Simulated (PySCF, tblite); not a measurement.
Isomers of C6H5N3S, one GFN2-xTB conformer each. Single-point energies are computed at PBE0/pcSseg-1 (PySCF, gas phase, no added dispersion term), electronic only.

Question: Rank them by PBE0/pcSseg-1 energy, lowest first (kJ/mol).
A. `[CH2:1]=[C:2]([C:3]#[N:4])[c:5]1[n:6][s:7][n:8][c:9]1[CH3:10]` with C1–C2–C5–N6 2°
B. `[CH:1]#[C:2][c:3]1[n:4][cH:5][c:6]([S:7][CH3:8])[n:9][n:10]1` with C5–C6–S7–C8 180°

Answer: A (0.0), B (187.7).

As drawn, the lower has a C≡N group and a C=C bond outside aromatic rings, which the higher lacks; the higher has a C≡C bond and an N–N linkage, which the lower lacks. GFN2-xTB itself gives, in the same order: 0.0, 135.4. Both levels put the same isomer lowest.

Which frontier levels, dipoles and rotational constants go with these structures?

```
          SMILES  HOMO (eV, PBE0/pcSseg-1)  LUMO (eV)  dipole (D)       A, B, C (MHz)
C=C(C#N)c1nsnc1C                     -7.59      -2.54        2.10  2236, 933.2, 661.2
 C#Cc1ncc(SC)nn1                     -6.97      -2.13        1.69  4185, 620.7, 542.4
```

What happens when harmonic zero-point energies from GFN2-xTB frequencies are added?

```csv
SMILES,ZPE (kJ/mol),electronic (kJ/mol),with ZPE (kJ/mol)
C=C(C#N)c1nsnc1C,263.5,0.0,0.0
C#Cc1ncc(SC)nn1,256.8,187.7,181.1
```

The zero-point energies span 6.7 kJ/mol. The order is unchanged.
